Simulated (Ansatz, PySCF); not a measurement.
Species: diphosphane, P₂H₄ (charge 0, singlet). 
Structure (B3LYP-D3(BJ)/def2-TZVP (Ansatz, an electronic-structure program) minimum search):
```xyz
6

P     -1.0203    -0.4713    -0.0535
P      1.0203     0.4711     0.0549
H     -1.5176     0.2567     1.0604
H     -1.5148     0.4895    -0.9757
H      1.5219    -0.4987     0.9637
H      1.5105    -0.2449    -1.0699
```
Charge 0, spin multiplicity 1.

Total electronic energies in hartree. Correlated levels leave the core frozen unless marked. No spin-orbit coupling. Non-relativistic. Basis-set limits of correlation are two-point, X^-3; Hartree-Fock from the larger set. The bracket is a focal-point correction in the basis named.

| level | program | energy (Eh) |
|---|---|---|
| HF/def2-SVP | Ansatz | -683.57718 |
| HF/aug-cc-pV(Q+d)Z | Ansatz | -683.83637 |
| PBE/def2-TZVPD | Ansatz | -684.79540 |
| BLYP/def2-TZVPD | Ansatz | -685.10809 |
| M06-L-D4/def2-TZVPD | PySCF + dftd4 | -685.11488 |
| r2SCANh/def2-TZVPD | Ansatz | -685.05917 |
| B2PLYP/def2-TZVPD | Ansatz | -684.86029 |
| MP2/aug-cc-pV(D+d)Z | Ansatz | -684.07314 |
| MP2/cc-pV(Q+d)Z | Ansatz | -684.17959 |
| MP2/CBS(def2-TZVPP,def2-QZVPP) | Ansatz | -684.1995 |
| SCS-MP2/cc-pV(T+d)Z | Ansatz | -684.16020 |
| SCS-MP2/cc-pVTZ | Ansatz | -684.15551 |
| SCS-MP2/cc-pV(Q+d)Z | Ansatz | -684.19361 |
| CCSD/STO-3G | Ansatz | -676.24756 |
| CCSD/aug-cc-pV(T+d)Z | Ansatz | -684.20009 |
| CCSD/def2-QZVPP | Ansatz | -684.22098 |
| CCSD/CBS(def2-TZVPP,def2-QZVPP) | Ansatz | -684.2355 |
| CCSD(T)/def2-QZVPP | Ansatz | -684.23874 |
| RI-MP2/CBS(cc-pV(T+d)Z,cc-pV(Q+d)Z)+[CCSD(T)-MP2]/cc-pV(D+d)Z | Ansatz | -684.2523 |
| RI-MP2/CBS(cc-pV(T+d)Z,cc-pV(Q+d)Z)+[CCSD(T)-MP2]/cc-pV(T+d)Z | Ansatz | -684.2568 |
| RI-MP2/CBS(def2-TZVPP,def2-QZVPP)+[CCSD(T)-MP2]/def2-TZVPP | Ansatz | -684.2592 |
| CCSD(T)/CBS(cc-pV(T+d)Z,cc-pV(Q+d)Z) | Ansatz | -684.2528 |
| CCSD(T)/CBS(def2-TZVPP,def2-QZVPP) | Ansatz | -684.2548 |

Totals of different functionals don't rank their quality; only differences between species are comparable.
